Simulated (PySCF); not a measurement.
Geometry:
| atom | x (Å) | y (Å) | z (Å) |
| --- | --- | --- | --- |
| Cl1 | 2.440 | 1.571 | 1.013 |
| Si2 | 1.868 | 0.003 | -0.090 |
| N3 | 0.124 | -0.113 | 0.000 |
| C4 | -0.790 | 0.902 | -0.180 |
| C5 | -2.025 | 0.350 | -0.057 |
| N6 | -1.909 | -0.987 | 0.193 |
| C7 | -0.639 | -1.228 | 0.219 |
| H8 | 2.235 | 0.217 | -1.485 |
| H9 | 2.361 | -1.248 | 0.467 |
| H10 | -0.476 | 1.907 | -0.372 |
| H11 | -2.988 | 0.814 | -0.129 |
| H12 | -0.200 | -2.189 | 0.394 |

[PySCF 2.14.0 with density-fitted response routines: PBE0/pcSseg-1 with gauge-including orbitals; geometry from GFN2-xTB; one conformer; non-relativistic Hamiltonian; isolated molecule; rapidly exchanging positions averaged]

Q: List the cross peaks expected in HSQC, COSY and HMBC spectra.

A: 

HSQC (one-bond C–H):
| δH | δC |
| --- | --- |
| 7.56 (H11) | 139.3 (C5) |
| 7.31 (H12) | 142.0 (C7) |
| 7.11 (H10) | 123.6 (C4) |

COSY cross peaks (H two or three bonds apart, from the bond graph; peaks can be absent where the dihedral angle is near 90°):
| δH | δH |
| --- | --- |
| 7.56 (H11) | 7.11 (H10) |

HMBC (two and three bonds, from the bond graph):
| δH | δC |
| --- | --- |
| 7.56 (H11) | 142.0 (C7), 123.6 (C4) |
| 7.31 (H12) | 139.3 (C5), 123.6 (C4) |
| 7.11 (H10) | 142.0 (C7), 139.3 (C5) |
| 5.74 (H8/H9) | 142.0 (C7), 123.6 (C4) |

Referencing at the same level of theory: 1H, 13C vs TMS.

Short H···H contacts in this conformer between protons four or more bonds apart (candidates for NOE cross peaks, intensity ∝ r⁻⁶): H9···H12 2.73 Å.

Shifts are as computed. Against solution values, carbons near 30 ppm lie about +3 ppm off and those near 130 ppm about +5 ppm. Of 1211 compounds with measured shifts, 218 miss one by over three times the rms of a fit or turn the order of signals round; such compounds aren't used in these exercises.
